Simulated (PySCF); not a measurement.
Species: `CC(C)P(P)c1ccco1`. The columns A, B, C and D hold Mulliken, IAO, Hirshfeld and ESP-fitted charges (e) of one PBE0/pcSseg-1 density (PySCF), in a shuffled order. Coordinates in Å (GFN2-xTB); the density's dipole moment is (0.34, -0.95, 0.66) D.

| atom | x | y | z | A | B | C | D |
| --- | --- | --- | --- | --- | --- | --- | --- |
| C1 | -2.742 | 0.619 | -0.098 | -0.417 | -0.123 | -0.585 | -0.222 |
| C2 | -1.429 | -0.115 | 0.144 | -0.251 | -0.064 | +0.642 | -0.522 |
| C3 | -1.617 | -1.625 | 0.069 | -0.417 | -0.125 | -0.608 | -0.213 |
| P4 | -0.161 | 0.419 | -1.152 | +0.319 | +0.100 | -0.428 | +0.243 |
| P5 | 0.029 | 2.493 | -0.544 | +0.019 | +0.022 | -0.391 | -0.017 |
| C6 | 1.332 | -0.080 | -0.252 | -0.056 | -0.003 | +0.423 | -0.034 |
| C7 | 2.081 | -1.224 | -0.231 | -0.213 | -0.085 | -0.389 | -0.150 |
| C8 | 3.161 | -0.970 | 0.646 | -0.222 | -0.088 | -0.186 | -0.162 |
| C9 | 2.999 | 0.310 | 1.082 | +0.004 | +0.009 | -0.230 | +0.171 |
| O10 | 1.901 | 0.855 | 0.541 | -0.228 | -0.044 | -0.038 | -0.384 |
| H11 | -3.490 | 0.299 | 0.626 | +0.145 | +0.044 | +0.119 | +0.123 |
| H12 | -2.605 | 1.696 | 0.003 | +0.136 | +0.032 | +0.174 | +0.128 |
| H13 | -3.117 | 0.408 | -1.098 | +0.138 | +0.037 | +0.169 | +0.117 |
| H14 | -1.035 | 0.159 | 1.131 | +0.136 | +0.028 | -0.063 | +0.161 |
| H15 | -0.669 | -2.139 | 0.215 | +0.140 | +0.032 | +0.126 | +0.128 |
| H16 | -2.015 | -1.907 | -0.903 | +0.138 | +0.035 | +0.152 | +0.113 |
| H17 | -2.312 | -1.957 | 0.839 | +0.142 | +0.043 | +0.147 | +0.122 |
| H18 | 1.127 | 2.694 | -1.381 | 0.000 | -0.013 | +0.175 | +0.071 |
| H19 | -0.855 | 2.937 | -1.529 | -0.021 | -0.021 | +0.162 | +0.045 |
| H20 | 1.883 | -2.126 | -0.773 | +0.168 | +0.059 | +0.225 | +0.084 |
| H21 | 3.948 | -1.645 | 0.912 | +0.168 | +0.058 | +0.189 | +0.093 |
| H22 | 3.575 | 0.918 | 1.751 | +0.174 | +0.065 | +0.214 | +0.103 |

**Question.** Which column most likely holds the ESP-fitted charges?

**Answer.** C. Σ q r misses the density's dipole by 0.10 D (C), 1.11 D (B), 1.39 D (A), 3.13 D (D). Charges fitted to the outside potential are the only set here that is tied to the molecule's multipoles.

**Question.** And the Hirshfeld charges?

**Answer.** B. The mean sizes are 0.051 e (B), 0.155 e (D), 0.166 e (A), 0.265 e (C), and Hirshfeld charges are commonly the smallest of these schemes.

As computed, A = IAO, B = Hirshfeld, C = ESP-fitted, D = Mulliken. Hydrogens on carbon: IAO +0.14 to +0.17, Hirshfeld +0.03 to +0.07, ESP-fitted -0.06 to +0.23, Mulliken +0.08 to +0.16 e.

The Hirshfeld scheme weights the molecular density at each point by an atom's share of the summed free-atom densities. The IAO scheme counts the electrons in orthogonalised intrinsic atomic orbitals, a minimal basis polarised so that it spans the occupied orbitals exactly.

Isolated species at its GFN2-xTB geometry (one conformer only).

The run behind these numbers computed NMR shieldings as well. Rough CPU time on one thread of a shared machine: about 2.7 min.

The values belong to the conformer `[CH3:1][CH:2]([CH3:3])[P:4]([PH2:5])[c:6]1[cH:7][cH:8][cH:9][o:10]1`: C1–C2–P4–P5 66°, C2–P4–C6–C7 92°, H–P5–P4–C2 170°, H–P5–P4–C2 -98°.
